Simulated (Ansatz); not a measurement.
The same redistribution along the group B, Al, Ga.

Calculated with Ansatz (gas phase, PBE0-D4/def2-TZVP geometries, no zero-point term in ΔE). CCSD(T)/CBS is the MP2 limit (def2-TZVPP, def2-QZVPP) plus CCSD(T) − MP2 in def2-TZVPP, frozen cores. This one scheme is used for every species. DFT in def2-TZVPP. For Ga, Se outer-core shells are correlated without core-valence functions, which leaves a few kJ/mol of doubt a bond. Scalar relativity is left out up to krypton. Each species was taken in one conformer, which may not be the lowest.

```tsv
reaction	PBE0-D4 (kcal/mol)	ωB97M-V (kcal/mol)	LDA (SPW92) (kcal/mol)
`NB[SeH]` + `F[SiH2]F` → `B[SeH]` + `N[SiH](F)F`	9.4	8.7	10.4
`[NH2][AlH][SeH]` + `F[SiH2]F` → `[AlH2][SeH]` + `N[SiH](F)F`	3.0	3.2	2.2
`[NH2][GaH][SeH]` + `F[SiH2]F` → `[GaH2][SeH]` + `N[SiH](F)F`	-9.2	-9.6	-10.0
```

Problem. Give the CCSD(T)/CBS values in the same order. (An estimate is asked.)

Solution. The calculation gave: 8.1, 4.1, -7.3 kcal/mol.

Largest T1 diagnostic: 0.013, for `B[SeH]`.
